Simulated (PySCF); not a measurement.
**Electric field gradients and quadrupole coupling constants**

Compound: H₁₀O₂Si₄.
Atom-mapped SMILES: `[OH:1][Si:2]([OH:3])([SiH3:4])[SiH2:5][SiH3:6]` (hydrogens: H7 on O1; H8 on O3; H9, H10, H11 on Si4; H12, H13 on Si5; H14, H15, H16 on Si6)

Structure used (GFN2-xTB), in Å, numbered top down from 1:
```
atom  x, y, z in Å
O1    -1.0727   -1.4902   -1.1003
Si2   -0.7863   -0.0119   -0.4163
O3    -0.1008    0.8078   -1.6557
Si4   -2.8376    0.9264    0.1381
Si5    0.9789   -0.1604    1.0777
Si6    3.1194   -0.3737    0.2168
H7    -1.4481   -2.2040   -0.5969
H8    -0.3746    0.6360   -2.5524
H9    -3.5551    0.0897    1.1126
H10   -3.7845    1.1146   -0.9730
H11   -2.6790    2.2449    0.7582
H12    0.9038    1.0027    1.9827
H13    0.7104   -1.2873    2.0023
H14    3.3627    0.5590   -0.8874
H15    4.1828   -0.1258    1.1995
H16    3.3730   -1.7187   -0.3174
```

Field gradients from the PBE0/pcSseg-1 density (PySCF, non-relativistic), principal values in atomic units, ordered |Vxx| ≤ |Vyy| ≤ |Vzz|:

| atom | Vxx | Vyy | Vzz |
| --- | --- | --- | --- |
| O1 | -0.2934 | -1.1954 | 1.4889 |
| O3 | -0.4240 | -1.1153 | 1.5393 |

Task: Find the asymmetry η = (Vxx − Vyy)/Vzz and the couplings χ = eQV/h (234.96 MHz × Q in barn × V in au), with Q(17O) = −0.0256 b.

Result: 
| atom | environment | nucleus | η | χzz (MHz) | χxx (MHz) | χyy (MHz) |
| --- | --- | --- | --- | --- | --- | --- |
| O1 | silanol oxygen | 17O | 0.61 | -8.96 | 1.76 | 7.19 |
| O3 | silanol oxygen | 17O | 0.45 | -9.26 | 2.55 | 6.71 |

Task: What is Vzz at O3 in SI units (1 au = 9.71736 × 10²¹ V/m²)?

Result: 1.5393 au = 14.958 × 10²¹ V/m².

Task: What couplings would deuterons (Q(2H) = 0.00286 b) have in place of the hydrogens, at this geometry?

Result: 
```tsv
atom	bonded to	bond length (Å)	Vzz (au)	η	χzz (kHz)
H7	O1	0.951	0.5236	0.06	352
H8	O3	0.953	0.5143	0.06	346
H9	Si4	1.471	0.1596	0.00	107
H10	Si4	1.472	0.1595	0.00	107
H11	Si4	1.466	0.1633	0.01	110
H12	Si5	1.476	0.1579	0.02	106
H13	Si5	1.482	0.1535	0.02	103
H14	Si6	1.466	0.1630	0.01	110
H15	Si6	1.469	0.1610	0.00	108
H16	Si6	1.469	0.1607	0.01	108
```

One conformer (not necessarily the lowest) at the GFN2-xTB geometry, without solvent, vibrations or thermal averaging. GFN2-xTB bond lengths can be off by several hundredths of an ångström, more for odd bonds, and the gradients follow them. With a basis this small, the couplings can be 20 % off.
